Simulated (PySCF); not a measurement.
A geometry optimisation, step by step.

CH5NSi2Te.
Atom-mapped SMILES: `[N:1]#[C:2][SiH2:3][Te:4][SiH3:5]` (hydrogens: H6, H7 on Si3; H8, H9, H10 on Si5)

Computed by this run: PBE0-D3(BJ)/def2-SVP geometry optimisation, gas phase, def2 core potentials past Kr in PySCF; density fitting, grid level 1; the optimiser is geomeTRIC in internal coordinates, started from a GFN2-xTB structure with every atom displaced at random (about 0.01 Å). The frame can shift and turn from step to step; on so coarse a grid that alone can change the energy by a few meV, and forces under 0.02 eV/Å are noise.

Step 0: E = -25640.9252 eV, largest atomic force 4.864 eV/Å
```
atom  x, y, z in Å  |  force x, y, z in eV/Å
N1     -1.762    2.293    0.641   -0.097   4.801   0.725
C2     -1.750    1.181    0.462    0.187  -4.817  -0.654
Si3    -1.614   -0.658    0.206    1.122   0.666   0.332
Te4     0.509   -1.491    1.311   -0.662  -0.132   0.015
Si5     2.021   -0.021    0.010   -0.101   0.148   0.548
H6     -1.650   -0.823   -1.238    0.031  -0.223  -0.646
H7     -2.740   -1.251    0.874   -0.776  -0.522   0.450
H8      1.735    1.398    0.229   -0.179   0.490   0.108
H9      3.348   -0.334    0.539    0.535  -0.161   0.183
H10     1.954   -0.315   -1.397   -0.060  -0.251  -1.060
```

Step 1: E = -25641.1118 eV, largest atomic force 0.551 eV/Å
```
atom  x, y, z in Å  |  force x, y, z in eV/Å
N1     -1.553    2.454    0.755    0.017  -0.526  -0.084
C2     -1.573    1.306    0.562   -0.013   0.543   0.091
Si3    -1.587   -0.520    0.234    0.030  -0.241   0.052
Te4     0.388   -1.637    1.263    0.006   0.111  -0.028
Si5     1.959   -0.157   -0.029    0.030  -0.054  -0.073
H6     -1.621   -0.694   -1.244   -0.021   0.059   0.009
H7     -2.789   -1.107    0.889   -0.034   0.074  -0.049
H8      1.626    1.276    0.210   -0.011   0.000   0.011
H9      3.316   -0.482    0.492    0.013   0.011  -0.009
H10     1.883   -0.460   -1.493   -0.016   0.023   0.080
```

Step 2: E = -25641.1178 eV, largest atomic force 0.124 eV/Å
```
atom  x, y, z in Å  |  force x, y, z in eV/Å
N1     -1.533    2.437    0.752    0.021  -0.089  -0.013
C2     -1.565    1.293    0.562   -0.018   0.118   0.031
Si3    -1.589   -0.536    0.239    0.019  -0.093   0.007
Te4     0.394   -1.629    1.271    0.006   0.031   0.011
Si5     1.959   -0.152   -0.030    0.009   0.005  -0.021
H6     -1.621   -0.692   -1.241   -0.011   0.009  -0.008
H7     -2.807   -1.098    0.880   -0.014   0.017  -0.018
H8      1.623    1.280    0.216    0.001  -0.001   0.008
H9      3.323   -0.473    0.478   -0.004  -0.002  -0.003
H10     1.866   -0.452   -1.488   -0.009   0.003   0.006
```

Step 3: E = -25641.1188 eV, largest atomic force 0.070 eV/Å
```
atom  x, y, z in Å  |  force x, y, z in eV/Å
N1     -1.511    2.427    0.750    0.021   0.066   0.012
C2     -1.555    1.283    0.562   -0.025  -0.065  -0.003
Si3    -1.587   -0.548    0.242    0.005   0.007  -0.014
Te4     0.399   -1.623    1.283    0.009  -0.005   0.020
Si5     1.953   -0.144   -0.030   -0.004   0.017   0.000
H6     -1.616   -0.699   -1.239   -0.002  -0.006  -0.001
H7     -2.815   -1.097    0.873   -0.002  -0.005  -0.002
H8      1.621    1.286    0.227    0.006  -0.001   0.003
H9      3.322   -0.470    0.459   -0.001  -0.006  -0.004
H10     1.838   -0.438   -1.488   -0.007   0.000  -0.011
```

Step 4: E = -25641.1192 eV, largest atomic force 0.096 eV/Å
```
atom  x, y, z in Å  |  force x, y, z in eV/Å
N1     -1.495    2.421    0.744    0.017   0.080   0.014
C2     -1.549    1.277    0.560   -0.025  -0.092  -0.013
Si3    -1.584   -0.556    0.245    0.003   0.040  -0.015
Te4     0.404   -1.616    1.296    0.002  -0.012   0.011
Si5     1.946   -0.136   -0.031   -0.007   0.011   0.011
H6     -1.608   -0.710   -1.236    0.004  -0.010   0.003
H7     -2.818   -1.100    0.870    0.005  -0.012   0.007
H8      1.628    1.294    0.244    0.007   0.000  -0.001
H9      3.320   -0.475    0.435    0.001  -0.005  -0.006
H10     1.805   -0.419   -1.488   -0.006   0.001  -0.011
```

Step 5: E = -25641.1199 eV, largest atomic force 0.069 eV/Å
```
atom  x, y, z in Å  |  force x, y, z in eV/Å
N1     -1.470    2.411    0.726    0.003   0.046   0.007
C2     -1.542    1.266    0.551   -0.013  -0.066  -0.019
Si3    -1.577   -0.569    0.251   -0.006   0.057  -0.012
Te4     0.414   -1.603    1.323   -0.006  -0.015  -0.002
Si5     1.933   -0.120   -0.030   -0.005  -0.005   0.021
H6     -1.592   -0.738   -1.228    0.010  -0.008   0.005
H7     -2.818   -1.109    0.869    0.012  -0.014   0.017
H8      1.657    1.309    0.288    0.006   0.003  -0.004
H9      3.317   -0.499    0.375    0.004  -0.001  -0.008
H10     1.726   -0.371   -1.485   -0.005   0.003  -0.006
```

Step 6: E = -25641.1206 eV, largest atomic force 0.036 eV/Å
```
atom  x, y, z in Å  |  force x, y, z in eV/Å
N1     -1.459    2.406    0.701   -0.011  -0.001   0.000
C2     -1.541    1.260    0.538    0.005  -0.014  -0.015
Si3    -1.572   -0.579    0.258   -0.007   0.035  -0.005
Te4     0.423   -1.590    1.346   -0.013  -0.007  -0.011
Si5     1.925   -0.108   -0.026   -0.001  -0.013   0.020
H6     -1.578   -0.765   -1.220    0.010  -0.002   0.005
H7     -2.812   -1.118    0.876    0.011  -0.007   0.018
H8      1.698    1.320    0.334    0.004   0.004  -0.003
H9      3.314   -0.529    0.312    0.004   0.003  -0.008
H10     1.652   -0.318   -1.478   -0.004   0.003   0.000
```

Step 7: E = -25641.1216 eV, largest atomic force 0.040 eV/Å
```
atom  x, y, z in Å  |  force x, y, z in eV/Å
N1     -1.456    2.404    0.668   -0.020  -0.032  -0.005
C2     -1.544    1.256    0.520    0.024   0.031  -0.005
Si3    -1.568   -0.585    0.264   -0.008  -0.002  -0.002
Te4     0.429   -1.581    1.362   -0.009   0.001  -0.009
Si5     1.920   -0.098   -0.021    0.002  -0.010   0.008
H6     -1.570   -0.792   -1.210    0.002   0.003   0.003
H7     -2.803   -1.125    0.891    0.005   0.003   0.010
H8      1.750    1.325    0.385    0.003   0.001   0.000
H9      3.310   -0.565    0.246    0.003   0.003  -0.005
H10     1.581   -0.259   -1.466   -0.002   0.001   0.004
```

Step 8: E = -25641.1226 eV, largest atomic force 0.059 eV/Å
```
atom  x, y, z in Å  |  force x, y, z in eV/Å
N1     -1.451    2.401    0.616   -0.025  -0.031  -0.004
C2     -1.543    1.250    0.491    0.042   0.042   0.004
Si3    -1.564   -0.595    0.273   -0.005  -0.030   0.001
Te4     0.437   -1.573    1.380   -0.005   0.007  -0.003
Si5     1.915   -0.086   -0.012    0.004   0.002  -0.005
H6     -1.567   -0.832   -1.197   -0.006   0.004   0.000
H7     -2.792   -1.129    0.918   -0.003   0.011   0.001
H8      1.824    1.325    0.458    0.001  -0.003   0.004
H9      3.300   -0.611    0.155    0.000   0.001  -0.003
H10     1.490   -0.172   -1.441    0.000  -0.002   0.006
```

Step 9: E = -25641.1227 eV, largest atomic force 0.063 eV/Å
```
atom  x, y, z in Å  |  force x, y, z in eV/Å
N1     -1.430    2.391    0.535   -0.027  -0.011  -0.001
C2     -1.530    1.238    0.447    0.054   0.030   0.012
Si3    -1.557   -0.612    0.286   -0.006  -0.042  -0.002
Te4     0.449   -1.565    1.403    0.001   0.007   0.007
Si5     1.905   -0.066    0.000    0.005   0.013  -0.015
H6     -1.570   -0.892   -1.176   -0.016   0.001  -0.002
H7     -2.780   -1.125    0.959   -0.012   0.015  -0.009
H8      1.935    1.313    0.561   -0.003  -0.005   0.007
H9      3.268   -0.669    0.012   -0.001   0.001   0.001
H10     1.357   -0.034   -1.388    0.005  -0.009   0.002
```

Step 10: E = -25641.1234 eV, largest atomic force 0.038 eV/Å
```
atom  x, y, z in Å  |  force x, y, z in eV/Å
N1     -1.437    2.397    0.569   -0.017  -0.005   0.000
C2     -1.530    1.245    0.465    0.035   0.014   0.005
Si3    -1.562   -0.603    0.279   -0.005  -0.022   0.001
Te4     0.441   -1.575    1.386    0.004   0.004   0.002
Si5     1.912   -0.078   -0.005    0.000   0.010  -0.007
H6     -1.580   -0.864   -1.187   -0.009   0.000  -0.001
H7     -2.788   -1.118    0.946   -0.007   0.009  -0.004
H8      1.877    1.317    0.517   -0.001  -0.004   0.003
H9      3.288   -0.641    0.087   -0.002  -0.003   0.002
H10     1.427   -0.102   -1.417    0.000  -0.003   0.001
```

Step 11: E = -25641.1236 eV, largest atomic force 0.020 eV/Å
```
atom  x, y, z in Å  |  force x, y, z in eV/Å
N1     -1.428    2.398    0.567   -0.008   0.004   0.001
C2     -1.520    1.246    0.463    0.020   0.000   0.002
Si3    -1.564   -0.603    0.278   -0.005  -0.009   0.001
Te4     0.439   -1.582    1.378    0.005  -0.002   0.002
Si5     1.911   -0.080   -0.004    0.000   0.009  -0.004
H6     -1.592   -0.863   -1.187   -0.005  -0.001   0.000
H7     -2.790   -1.108    0.951   -0.004   0.005  -0.003
H8      1.867    1.314    0.519    0.000  -0.002   0.000
H9      3.289   -0.638    0.095   -0.002  -0.004   0.001
H10     1.436   -0.106   -1.419   -0.001  -0.001  -0.001
```

Task: Summarise the path.

Result: The energy falls by 4.58 kcal/mol from step 0 to step 11; nine tenths of that is first reached at step 1. It falls at every step. The largest force goes from 4.864 to 0.020 eV/Å. Among the bonds Si5–H10 changes most, from 1.439 to 1.493 Å; the atoms move by 0.261 Å rms after alignment.

Task: Follow the three bonds and two angles with the largest change from start to end.

Result: 
| step | E above end (kcal/mol) | largest force (eV/Å) | Si5–H10 (Å) | Si3–H7 (Å) | Si3–Te4 (Å) | Si3–Te4–Si5 (°) | Te4–Si5–H9 (°) |
| --- | --- | --- | --- | --- | --- | --- | --- |
| 0 | 4.58 | 4.864 | 1.439 | 1.436 | 2.534 | 95.0 | 103.7 |
| 1 | 0.27 | 0.551 | 1.497 | 1.488 | 2.491 | 91.1 | 105.1 |
| 2 | 0.13 | 0.124 | 1.492 | 1.487 | 2.488 | 91.3 | 105.5 |
| 3 | 0.11 | 0.070 | 1.491 | 1.487 | 2.486 | 91.2 | 105.5 |
| 4 | 0.10 | 0.096 | 1.491 | 1.487 | 2.486 | 90.9 | 105.4 |
| 5 | 0.09 | 0.069 | 1.492 | 1.487 | 2.487 | 90.4 | 105.4 |
| 6 | 0.07 | 0.036 | 1.492 | 1.487 | 2.487 | 90.0 | 105.4 |
| 7 | 0.05 | 0.040 | 1.493 | 1.487 | 2.487 | 89.8 | 105.6 |
| 8 | 0.02 | 0.059 | 1.493 | 1.487 | 2.487 | 89.6 | 106.0 |
| 9 | 0.02 | 0.063 | 1.493 | 1.487 | 2.486 | 89.3 | 106.5 |
| 10 | 0.01 | 0.038 | 1.493 | 1.487 | 2.487 | 89.6 | 106.3 |
| 11 | 0.00 | 0.020 | 1.493 | 1.487 | 2.486 | 89.6 | 106.3 |

The cost below is that of the whole optimisation. Hardware: one thread of an Arm Neoverse V2 (shared host). Cost: 62 s wall, 0.50 GiB resident at most.
